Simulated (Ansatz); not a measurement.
Basis-set extrapolation for `[Li][N](C)C` (PBE0-D4/def2-TZVP geometry, frozen core, the Gaussian-basis code of Ansatz). Multiplicity 1, RHF reference. For Li the program correlates outer-core shells too, which these sets cover unevenly, so the extrapolated numbers aren't a true limit.

|  | def2-TZVPP | def2-QZVPP |
| --- | --- | --- |
| HF | -141.149622 | -141.157479 |
| MP2 correlation | -0.619237 | -0.658062 |
| CCSD(T) correlation | -0.676932 | not run |

Energies in hartree. Use E(X) = E(∞) + A·exp(−7.88·√X) for Hartree–Fock and E(X) = E(∞) + B·X^(−2.97) for correlation, with X = 3 and 4, and add CCSD(T) minus MP2 of the smaller set to the MP2 limit.

**Question.** What is the CCSD(T) energy at the basis-set limit?

**Answer.** HF limit: -141.157479 + (-0.007857) × 0.13774 = -141.15856. MP2 limit: -0.658062 + (-0.038825) × 0.74074 = -0.68682. Higher-order term: -0.676932 − (-0.619237) = -0.05769. Total: -141.90307 hartree, 48.0 kcal/mol below CCSD(T)/def2-TZVPP.
